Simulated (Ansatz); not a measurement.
Input file for Ansatz (an electronic-structure program): R-CCSD(T)/cc-pVQZ on C3H4 (SMILES C=C=C).

Ansatz 0.2 input:
```yaml
crystal:
  periodic: [false, false, false]
  atoms:
    - {symbol: C, position_ang: [1.30011180, 0.00845361, -0.00036618]}
    - {symbol: C, position_ang: [0.00000004, -0.00000498, -0.00001003]}
    - {symbol: C, position_ang: [-1.30011179, -0.00845173, 0.00038635]}
    - {symbol: H, position_ang: [1.86730044, -0.65446676, -0.64364986]}
    - {symbol: H, position_ang: [1.85896072, 0.67870257, 0.64262347]}
    - {symbol: H, position_ang: [-1.86751895, 0.63099357, -0.66605092]}
    - {symbol: H, position_ang: [-1.85874226, -0.65522629, 0.66716718]}
basis:
  gaussian:
    orbitals: cc-pVQZ
magnetization: {spin_polarized: false}
correlation: {method: ccsd_t, electrons: outside_noble_gas}
scf: {lower_state_search: off}
```

What total energy does the run end on?

-116.4665 hartree (reference determinant -115.9134, T1 diagnostic 0.012).

How many basis functions does it have, and what does it roughly cost on one machine?

285 functions; about 2.6 core-minutes (a rough figure).
